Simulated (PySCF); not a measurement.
PySCF input (M06-2X/6-311+G**):

```python
from pyscf import gto, dft

mol = gto.M(
    atom='''
    O    -0.00000000   -0.00000000   -1.51012800
    Si    0.00000000    0.00000000    0.00000000
    O     0.00000000    0.00000000    1.51012800
    ''',
    basis='6-311+g**',
    charge=0,
    spin=0,
    verbose=4,
)

mf = dft.RKS(mol, xc='m062x')
mf.grids.level = 4
mf.conv_tol = 1e-9
mf.max_cycle = 100
mf.max_memory = 1500
mf.kernel()
if not mf.converged:
    mf = mf.newton()
    mf.kernel(mf.make_rdm1())
mf.dip_moment()
```

From the output:

```
level_shift factor = 0
DIIS = <class 'pyscf.scf.diis.CDIIS'>
diis_start_cycle = 1
diis_space = 8
diis_damp = 0
SCF conv_tol = 1e-09
SCF conv_tol_grad = None
SCF max_cycles = 100
direct_scf = True
direct_scf_tol = 1e-13
XC library pyscf.dft.libxc version 7.1.2
    S. Lehtola, C. Steigemann, M. J. T. Oliveira, and M. A. L. Marques,  SoftwareX 7, 1–5 (2018)
XC functionals = m062x
    Y. Zhao and D. G. Truhlar,  Theor. Chem. Acc. 120, 215 (2008)
    Y. Zhao and D. G. Truhlar,  Theor. Chem. Acc. 120, 215 (2008)
radial grids:
    Treutler-Ahlrichs [JCP 102, 346 (1995); DOI:10.1063/1.469408] (M4) radial grids

becke partition: Becke, JCP 88, 2547 (1988); DOI:10.1063/1.454033
pruning grids: <function nwchem_prune>
grids dens level: 4
symmetrized grids: False
atomic radii adjust function: <function treutler_atomic_radii_adjust>
small_rho_cutoff = 0
Set gradient conv threshold to 3.16228e-05
Initial guess from minao.
tot grids = 85440
init E= -440.077717286396
  HOMO = -0.477289837481996  LUMO = -0.168975284015602  gap/eV = 8.38967
cycle= 1 E= -439.664691231427  delta_E= 0.413  |g|=  1.1  |ddm|= 1.95
  HOMO = -0.283178168198861  LUMO = -0.0859456677717674  gap/eV = 5.36697
cycle= 2 E= -439.119370013519  delta_E= 0.545  |g|= 2.01  |ddm|= 2.35
  HOMO = -0.429444116291444  LUMO = -0.110348934827059  gap/eV = 8.68302
cycle= 3 E= -439.91274771847  delta_E= -0.793  |g|= 0.0332  |ddm|= 1.56
  HOMO = -0.426274881685629  LUMO = -0.0989872458929  gap/eV = 8.90595
cycle= 4 E= -439.91306129679  delta_E= -0.000314  |g|= 0.00928  |ddm|= 0.0772
  HOMO = -0.427504020854642  LUMO = -0.0999976021000748  gap/eV = 8.91190
cycle= 5 E= -439.913085462415  delta_E= -2.42e-05  |g|= 0.00254  |ddm|= 0.0174
  HOMO = -0.42695253406415  LUMO = -0.0996735658031014  gap/eV = 8.90571
cycle= 6 E= -439.913088716754  delta_E= -3.25e-06  |g|= 0.000679  |ddm|= 0.00608
  HOMO = -0.426967046049666  LUMO = -0.0997850749951823  gap/eV = 8.90307
cycle= 7 E= -439.913089047108  delta_E= -3.3e-07  |g|= 0.000128  |ddm|= 0.00211
  HOMO = -0.426964533233236  LUMO = -0.0997884466800087  gap/eV = 8.90291
cycle= 8 E= -439.913089057816  delta_E= -1.07e-08  |g|= 4.01e-05  |ddm|= 0.000336
  HOMO = -0.426963150579258  LUMO = -0.0997848016462228  gap/eV = 8.90298
cycle= 9 E= -439.913089058247  delta_E= -4.3e-10  |g|= 3.68e-06  |ddm|= 5.77e-05
  HOMO = -0.426964039733794  LUMO = -0.0997853183162789  gap/eV = 8.90299
Extra cycle  E= -439.913089058249  delta_E= -2.27e-12  |g|= 3.76e-06  |ddm|= 5.29e-06
converged SCF energy = -439.913089058249
Dipole moment(X, Y, Z, Debye):  0.00000,  0.00000,  0.00000
```

The geometry given is a B3LYP-D3(BJ)/def2-TZVP minimum.
